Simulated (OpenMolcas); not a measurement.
**Kr4+: effect of the level shift or regulariser**

```
Program             : OpenMolcas
Basis               : ANO-R3 [7s6p5d4f2g1h]
Scalar Hamiltonian  : X2C, finite nucleus
Active space        : 4 electrons in 4 orbitals (4s 4p)
State averaging     : 2S+1 = 3 even, 6 roots; 2S+1 = 1 even, 11 roots; 2S+1 = 5 odd, 1 root; 2S+1 = 3 odd, 9 roots; 2S+1 = 1 odd, 8 roots
Spin-orbit coupling : state interaction with AMFI integrals over the reference wave functions, term energies averaged over their components
```

Methods on the same reference wave functions:
A. CASSCF
B. MS-CASPT2, IPEA 0.25 Eh, imaginary shift 0.1 Eh (closed shells correlated: 3d)
C. MS-CASPT2, IPEA 0.25 Eh, real shift 0.2 Eh (closed shells correlated: 3d)

Energies in cm⁻¹ above 4s² 4p² ³P₀, the measured ground level; measured values from Saloman, J. Phys. Chem. Ref. Data 36, 215 (2007).

```
      Level       A       B       C  Measured
4s² 4p² ³P₀     0.0     0.0     0.0       0.0
4s² 4p² ³P₁    3321    3310    3310      3743
4s² 4p² ³P₂    7052    6840    6840      7595
4s² 4p² ¹D₂   21937   18470   18490     19723
4s² 4p² ¹S₀   37606   38150   38150     39204
4s 4p³ ⁵S°₂   83658   95560   95520          
4s 4p³ ³D°₂  136387  126320  127120          
4s 4p³ ³D°₁  136547  126360  127170          
4s 4p³ ³D°₃  137289  127030  127850    131016
4s 4p³ ³P°₀  152994  147070  147500    147925
4s 4p³ ³P°₁  153373  147310  147740    148287
4s 4p³ ³P°₂  153956  147780  148220    148668
4s 4p³ ¹D°₂  195845  172390  173140    163387
4s 4p³ ³S°₁  200478  184290  184420    185064
4s 4p³ ¹P°₁  212561  193310  193700    194041
```

Deviations, from unrounded energies. A percentage is the sum of absolute deviations over the sum of measured energies, with the sign that they share, or ± where signs differ.

```tsv
Against measurement	Levels	A	B	C
mean absolute deviation (cm-1)	11	8400	1900	1700
fine structure of the ground term (%)	2	-8.5	-10.5	-10.5
other terms of the ground configuration (%)	2	±6.5	-3.9	-3.9
other configurations (%)	7	+7.9	±1.5	±1.4
```

C lies closest to measurement on these levels and A furthest from it. The largest miss of C in the table is 4s 4p³ ¹D°₂, by +9700 cm-1. The ranking rests on the paired levels alone, and a cruder setting can come out closer through cancelling errors.

Between B and C the level of the table that moves most is 4s 4p³ ³D°₃, by 820 cm-1 (lowest in B, highest in C). Moves below CASPT2's spread within the term are not significant.

The mean deviations of B to C differ by less than CASPT2's widest spread within a term (980 cm-1), so their order carries little weight.

From A to B the spin-free energies of the other terms of 4s² 4p² shown, above ³P, scale by factors of 0.76 to 1.02.

The lowest spin-free term lies below A's lowest term by 0.555 hartree in B, 0.555 hartree in C.

CASPT2 breaks the degeneracy within a term, and the mean is taken; among the terms shown or strongly mixed into the levels shown the widest spread is 980 cm-1 (4s 4p³ ¹D°, B). Over all roots computed the reference weight is 0.86 to 0.97 in B, 0.89 to 0.97 in C; the roots of lowest weight are the least certain, and an intruder state may touch them. Terms of s pⁿ other than that of highest spin mix with s² pⁿ⁻² d, which this space lacks; all of them can be thousands of cm-1 off, and some have no real level of that name. Some levels mix across a computed gap that differs much from the measured one, so their mixing is not that of the real levels (holds for A). Measured partners are found by configuration, term and J. A level has none where our copy of the source lacks it or the pairing is in doubt (some pairs that miss far off the trend of their configuration count as doubtful), and it then counts in no deviation. Levels of configurations outside the active space are missing. Levels that lie high or do not pair safely by name in every column are left out.

° marks odd parity.
